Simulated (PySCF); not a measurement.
Electron affinity of Tl by level of theory

Tl⁻ [Xe] 4f14 5d10 6s2 6p2 (3P) → Tl [Xe] 4f14 5d10 6s2 6p1 (2P), as a difference of total energies. All numbers are calculated (PySCF 2.14, scalar relativity through the core potential, in aug-cc-pVDZ-PP with ECP60MDF). Correlated levels: valence: 5s2 5p6 5d10 frozen. The calculations carry no spin-orbit coupling.

| method | electron affinity (eV) | difference from reference (eV) |
| --- | --- | --- |
| UHF | -0.001 | -0.321 |
| MP2 (valence) | 0.216 | -0.104 |
| SCS-MP2 (valence) | 0.134 | -0.186 |
| CCSD (valence) | 0.254 | -0.066 |
| CCSD(T) (valence) | 0.271 | -0.049 |
| CCSDT (valence) | 0.277 | -0.043 |
| FCI (valence) | 0.278 | -0.042 |

Reference: 0.320 eV (measured; photodetachment measurements, as compiled on the Wikipedia data page of electron affinities).

Spin-orbit coupling is strong in these open shells (close to jj coupling). The scalar numbers leave it out and a first-order estimate fails, so it can dominate the gap to the real levels.

Errors of the correlated levels include the incompleteness of this basis and the frozen core.

A negative affinity means that the anion lies above the atom at that level of theory.
